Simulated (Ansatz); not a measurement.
Coupled-cluster run, CH₅BrFGaOSi, SMILES `FC([SiH3])[O][GaH][Br]`.

```yaml
crystal:
  periodic: [false, false, false]
  atoms:
    - {symbol: F, position_ang: [-1.247043, -0.418514, 0.520402]}
    - {symbol: C, position_ang: [0.044092, -0.826394, -0.147645]}
    - {symbol: Si, position_ang: [1.452884, -0.286158, 1.036582]}
    - {symbol: O, position_ang: [0.019179, -0.181089, -1.325392]}
    - {symbol: Ga, position_ang: [-1.543781, 0.808853, -1.246195]}
    - {symbol: Br, position_ang: [-1.216280, 2.958587, -0.546342]}
    - {symbol: H, position_ang: [-0.090665, -1.912668, -0.243090]}
    - {symbol: H, position_ang: [1.375177, 1.183150, 1.202112]}
    - {symbol: H, position_ang: [2.728418, -0.686418, 0.392574]}
    - {symbol: H, position_ang: [1.301493, -0.985564, 2.337755]}
    - {symbol: H, position_ang: [-2.823475, 0.346203, -1.980762]}
basis:
  gaussian: {orbitals: def2-TZVPP}
correlation: {method: ccsd_t}
output: {orbitals: {seedname: orbitals}}
```

```sh
$ ansatz run in.yaml --threads 2 --pin off --events-out ev --progress --plain --max-ram 22528MiB --backend cuda --devices 0, --max-vram 18GiB
```

Output of Ansatz, abridged:

```
Functional definition: HF
1873 factors; integrals over basis functions are off by at most 1.2e-3 eV
mean field evaluation 1: about -136048.7522 eV, gradient 4.1e1 eV
mean field evaluation 2: about -136049.0431 eV, gradient 4.1e1 eV
mean field evaluation 4: about -136052.8799 eV, gradient 4.3e0 eV
mean field evaluation 8: about -136052.9564 eV, gradient 3.8e-1 eV
mean field -136052.95768330 eV, -4999.8539748542 hartree, gradient 6.8e-6 eV, S^2 0.000000; 0 other end points of the search recorded, 0 dependent functions left out
26 core orbitals not correlated: weight in the atoms' cores, before any rotation towards them, 1.000 or more for the frozen orbitals, at most 0.000 for the correlated occupied ones
reference -136052.95768330 eV, -4999.8539748542 hartree; 28, 28 occupied and 247, 247 virtual orbitals, 1873 factors
second order -34.62977576 eV of doubles, -0.00000000 eV of singles
cycle   1  -34.30755249 eV  change    3.2e-1 eV  update   1.4e-1
cycle   2  -35.28944862 eV  change   -9.8e-1 eV  update   4.3e-2
cycle   3  -35.48591342 eV  change   -2.0e-1 eV  update   2.2e-2
cycle   4  -35.45643822 eV  change    2.9e-2 eV  update   5.1e-3
cycle   5  -35.45319052 eV  change    3.2e-3 eV  update   2.3e-3
cycle   6  -35.45501789 eV  change   -1.8e-3 eV  update   6.7e-4
cycle   7  -35.45458978 eV  change    4.3e-4 eV  update   2.9e-4
cycle   8  -35.45444241 eV  change    1.5e-4 eV  update   9.4e-5
cycle   9  -35.45451541 eV  change   -7.3e-5 eV  update   4.1e-5
cycle  10  -35.45451858 eV  change   -3.2e-6 eV  update   1.4e-5
perturbative correction -1.33093694 eV, -0.0489110304 hartree
Total energy: -136089.74313882 eV, -5001.2058154105 hartree
```

Hardware: 2 threads of an AMD EPYC 7R13 on a shared host and a share of an NVIDIA H100 80 GB. Wall time 8.5 s, peak host memory 0.89 GiB.

Correlation energy per correlated electron: -0.657 eV. T1 diagnostic: 0.0126.
